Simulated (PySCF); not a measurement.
## One molecule, a ladder of functionals, a line

Molecule: `B[C@@H]1CC1=C`, C4H7B.

Mapped SMILES: `[BH2:1][C@@H:2]1[CH2:3][C:4]1=[CH2:5]`. Hydrogens are named by the atom that carries them. Ha(C3) is cis to B1 on the ring; Ha(C5) is cis to C2; Hb(C3) is trans to B1 on the ring; Hb(C5) is trans to C2.

GIAO shieldings (ppm, equivalent atoms averaged) in PySCF 2.14.0 with density-fitted response routines on the PBE0-D3(BJ)/def2-SVP geometry, basis pcSseg-2, gas phase, non-relativistic:

```csv
functional,exact exchange (%),σ(B1),σ(C5),σ(C2),σ(C3)
BLYP,0,15.1,60.7,141.8,153.4
BP86,0,17.8,63.8,145.7,157.1
PBE,0,15.7,63.7,145.4,157.1
B3LYP,20,19.6,63.9,149.9,159.8
PBE0,25,21.6,67.7,155.3,164.8
BHandHLYP,50,27.3,69.1,160.5,168.0
HF,100,43.1,79.8,176.2,179.9
```

Problem. Fit each shielding as a line in the percentage of exact exchange.

Solution. σ(B1) = 15.5 + 0.26 x (rms 1.2 ppm); σ(C5) = 62.3 + 0.17 x (rms 1.4 ppm); σ(C2) = 144.6 + 0.32 x (rms 1.6 ppm); σ(C3) = 156.2 + 0.24 x (rms 1.6 ppm). The functionals also differ in their semilocal parts, which the line can't hold; Hartree–Fock has no correlation at all.

Problem. What does the line predict for mPW1PW91 (25 %), and what does the run give?

Solution. σ(B1): 22.0 predicted, 22.7 computed; σ(C5): 66.5 predicted, 67.1 computed; σ(C2): 152.6 predicted, 155.0 computed; σ(C3): 162.2 predicted, 164.3 computed ppm.
